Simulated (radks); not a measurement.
Q: The mean radii <r> (bohr) of the occupied orbitals of an atom or ion are listed with their occupations. Method: scalar-relativistic Kohn-Sham, PBE, spin-unpolarised, spherical densities, finite nucleus; Fermi nuclear charge, rms radius of each element as measured or else 0.836 A^(1/3) + 0.57 fm; computed with a radial shooting solver on a logarithmic mesh with Libxc functionals.

orbital  occ.      <r>
1s          2  0.01932
2s          2  0.08184
2p          6  0.07292
3s          2   0.2126
3p          6   0.2123
3d         10   0.1925
4s          2   0.4780
4p          6   0.5078
4d         10   0.5475
5s          2    1.171
5p          6    1.395
4f         14   0.7246
6s          2    3.645
5d          1    2.930

Name the element and its charge.

A: Z = 71, lutetium, charge 0: Lu in [Xe] 4f14 5d1 6s2. The 1s radius gives Z: for a bare nucleus <r> = (2 gamma + 1)/(2Z) with gamma = sqrt(1 - (Z/c)^2), 0.01909 bohr for Z = 71, and screening makes it slightly larger (0.01932 here). The occupations add up to 71, and the charge is Z minus that.
